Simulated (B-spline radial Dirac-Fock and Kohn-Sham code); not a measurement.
# Elastic and transport cross sections of vanadium for electrons

Model: relativistic (Dirac) partial waves in the static field of the Dirac-Fock atom with Furness-McCarthy exchange, without polarisation or absorption potentials. Program: a B-spline atomic structure program. σ_tr1 and σ_tr2 weight the cross section with 1 − P₁ and 1 − P₂ of cos θ; "backward" is the share scattered beyond 90°.

```tsv
energy (eV)	σ (a₀²)	σ_tr1 (a₀²)	σ_tr2 (a₀²)	σ/σ_tr1	backward (%)
1580	5.39	0.483	0.778	11.2	2.8
2000	4.64	0.341	0.585	13.6	2.1
2070	4.53	0.324	0.560	14.0	2.0
2500	4.00	0.244	0.440	16.4	1.6
2650	3.85	0.223	0.408	17.3	1.5
3000	3.54	0.184	0.346	19.2	1.3
3300	3.32	0.159	0.304	20.9	1.1
5000	2.47	0.0824	0.170	29.9	0.64
5210	2.39	0.0771	0.160	31.0	0.61
6560	2.01	0.0531	0.114	37.9	0.45
6760	1.97	0.0505	0.108	39.0	0.43
6990	1.92	0.0478	0.103	40.1	0.41
7080	1.90	0.0469	0.101	40.6	0.40
7920	1.74	0.0390	0.0852	44.8	0.35
8140	1.71	0.0372	0.0817	45.9	0.34
10000	?	?	?	?	?
11400	1.31	0.0212	0.0482	61.8	0.22
```

Problem. Fill in the row for 10 keV.

Solution. σ = 1.45 a₀², σ_tr1 = 0.0264 a₀², σ_tr2 = 0.0593 a₀², σ/σ_tr1 = 55.0, backward 0.26 %. The ratio σ/σ_tr1 is roughly the number of elastic collisions that randomise the direction.

Values without a named source are computed, but for edge energies of neutral atoms, which are taken from tables.
